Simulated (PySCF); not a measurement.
C₉H₆N₄. Atoms are numbered in the order given.

```xyz
19

C      1.8286     2.0088     0.0000
C      2.2923     0.7132     0.0000
C      1.3657    -0.3635     0.0000
N      1.7659    -1.6258     0.0000
C      0.8254    -2.5880     0.0000
C     -0.5285    -2.3418     0.0000
C     -0.9977    -1.0010     0.0000
N     -2.2909    -0.7165     0.0000
C     -2.6540     0.5792     0.0000
C     -1.7638     1.6286     0.0000
C     -0.3680     1.3645     0.0000
N      0.5250     2.3422     0.0000
N      0.0000     0.0000     0.0000
H      2.5360     2.8471     0.0000
H      3.3516     0.4564     0.0000
H      1.1977    -3.6199     0.0000
H     -1.2805    -3.1308     0.0000
H     -3.7337     0.7727     0.0000
H     -2.0711     2.6743     0.0000
```
Charge 0, spin multiplicity 1.

Geometry: r2SCAN-D4/def2-SVP.

These are PBE/pcSseg-1 (PySCF) values and carry that method's errors.

GIAO shieldings, no solvent; atoms alike by connectivity are averaged. δ = σ(ref) − σ: ¹³C against TMS (σ = 182.0 ppm); ¹⁵N against NH3 (σ = 267.0 ppm); ¹H against TMS (σ = 31.49 ppm), references at their B3LYP-D3(BJ)/def2-TZVP geometries, non-relativistic.

```json
[
 {"atoms": "C1, C5, C9", "nucleus": "¹³C", "count": "3", "δ (ppm)": "163.1"},
 {"atoms": "C3, C7, C11", "nucleus": "¹³C", "count": "3", "δ (ppm)": "___"},
 {"atoms": "C2, C6, C10", "nucleus": "¹³C", "count": "3", "δ (ppm)": "118.2"},
 {"atoms": "N4, N8, N12", "nucleus": "¹⁵N", "count": "3", "δ (ppm)": "___"},
 {"atoms": "N13", "nucleus": "¹⁵N", "count": "1", "δ (ppm)": "___"},
 {"atoms": "H14, H16, H18", "nucleus": "¹H", "count": "3", "δ (ppm)": "6.94"},
 {"atoms": "H15, H17, H19", "nucleus": "¹H", "count": "3", "δ (ppm)": "5.28"}
]
```

### Question
Fill in the missing entries. (The exact figures need the calculation; the answer reports its results.)

### Answer

- N13, δ (ppm): 240.7
- C3, C7, C11, δ (ppm): 161.8
- N4, N8, N12, δ (ppm): 277.9
